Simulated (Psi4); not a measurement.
AuCl, singlet, at a GFN2-xTB geometry (such geometries of metal compounds can be far from the true shape) (core potentials on Au); R2SCAN/def2-SV(P) (Psi4).

Input for Psi4:
```
memory 2 GB

molecule mol {
0 1
  Au   -0.000000   -0.000000   -0.396080
  Cl    0.000000    0.000000    1.840608
}

set basis def2-sv(p)
set reference rks
set dft_radial_points 35

energy('r2scan')
print_variables()
```

Output, abridged:

```
   => Loading Basis Set <=

    Name: DEF2-SV(P)
    Role: ORBITAL
    Keyword: BASIS

    !!!  WARNING: ECP capability is in beta. Please check occupations closely.  !!!

         ---------------------------------------------------------
                                   SCF
               by Justin Turney, Rob Parrish, Andy Simmonett
                          and Daniel G. A. Smith
                              RKS Reference
         ---------------------------------------------------------

  ==> Geometry <==

    Molecular point group: c2v
    Full point group: C_inf_v

    Geometry (in Angstrom), charge = 0, multiplicity = 1:

       Center              X                  Y                   Z               Mass
    ------------   -----------------  -----------------  -----------------  -----------------
         AU           0.000000000000     0.000000000000    -0.337224959738   196.966568790000
         CL           0.000000000000     0.000000000000     1.899463040262    34.968852682000

  Running in c2v symmetry.

  Rotational constants: A = ************  B =      0.11347  C =      0.11347 [cm^-1]
  Rotational constants: A = ************  B =   3401.72781  C =   3401.72781 [MHz]
  Nuclear repulsion =   76.418454002708472

  Charge       = 0
  Multiplicity = 1
  Electrons    = 36
  Nalpha       = 18
  Nbeta        = 18

  ==> Algorithm <==

  SCF Algorithm Type is DF.
  DIIS enabled.
  MOM disabled.
  Fractional occupation disabled.
  Guess Type is SAD.
  Energy threshold   = 1.00e-06
  Density threshold  = 1.00e-06
  Integral threshold = 1.00e-12

  ==> Primary Basis <==

  Basis Set: DEF2-SV(P)
    Blend: DEF2-SV(P)
    Number of shells: 19
    Number of basis functions: 43
    Number of Cartesian functions: 46
    Spherical Harmonics?: true
    Max angular momentum: 2

  Core potential: DEF2-SV(P)
    Number of shells: 4
    Number of ECP primitives: 14
    Number of ECP core electrons: 60
    Max angular momentum: 3

  ==> DFT Potential <==

   => LibXC <=

    Version 7.1.2
    S. Lehtola, C. Steigemann, M. J. T. Oliveira, and M. A. L. Marques,  SoftwareX 7, 1–5 (2018) (10.1016/j.softx.2017.11.002)

   => Composite Functional: R2SCAN <=

    r2SCAN Meta-GGA XC Functional  (0.1021/acs.jpclett.0c02405)
    J. W. Furness, A. D. Kaplan, J. Ning, J. P. Perdew, J. Sun  J. Phys. Chem. Lett.  11, 8208–8215, 2020

    Deriv               =              1
    GGA                 =           TRUE
    Meta                =           TRUE

[...]
   @DF-RKS iter   4:  -595.82026594254398   -2.68939e-03   1.42992e-03 DIIS/ADIIS
   @DF-RKS iter   5:  -595.82090183724642   -6.35895e-04   2.10783e-04 DIIS/ADIIS
   @DF-RKS iter   6:  -595.82093040483733   -2.85676e-05   2.62549e-05 DIIS
   @DF-RKS iter   7:  -595.82093064703929   -2.42202e-07   6.61681e-06 DIIS
   @DF-RKS iter   8:  -595.82093066196262   -1.49233e-08   6.51134e-07 DIIS
  Energy and wave function converged.

  ==> Post-Iterations <==

   Electrons on quadrature grid:
      Ntotal   =   36.0000766714 ; deviation = 7.667e-05

    Orbital Energies [Eh]
    ---------------------

    Doubly Occupied:

[...]
    Virtual:

[...]
      22A1   202.552557

    Final Occupation by Irrep:
             A1    A2    B1    B2
    DOCC [     9,    1,    4,    4 ]
    NA   [     9,    1,    4,    4 ]
    NB   [     9,    1,    4,    4 ]

  @DF-RKS Final Energy:  -595.82093066196262

   => Energetics <=

    Nuclear Repulsion Energy =             76.4184540027084722
    One-Electron Energy =               -1026.3766283185022985
    Two-Electron Energy =                 395.2695310784888534
    DFT Exchange-Correlation Energy =     -41.1322874246576333
    Empirical Dispersion Energy =           0.0000000000000000
    VV10 Nonlocal Energy =                  0.0000000000000000
    Total Energy =                       -595.8209306619626204

Computation Completed

Properties will be evaluated at   0.000000,   0.000000,   0.000000 [a0]

Properties computed using the SCF density matrix

 Multipole Moments:

 ------------------------------------------------------------------------------------
     Multipole            Electronic (a.u.)      Nuclear  (a.u.)        Total (a.u.)
 ------------------------------------------------------------------------------------

 L = 1.  Multiply by 2.5417464519 to convert [e a0] to [Debye]
 Dipole X            :          0.0000000            0.0000000            0.0000000
 Dipole Y            :          0.0000000            0.0000000            0.0000000
 Dipole Z            :        -50.2366996           48.9129103           -1.3237893
 Magnitude           :                                                    1.3237893

 ------------------------------------------------------------------------------------

  Variable Map:
  ----------------------------------------------------------------------------
[...]
  Array Variable Map:
  ----------------------------------------------------------------------------
[...]
[...]
```
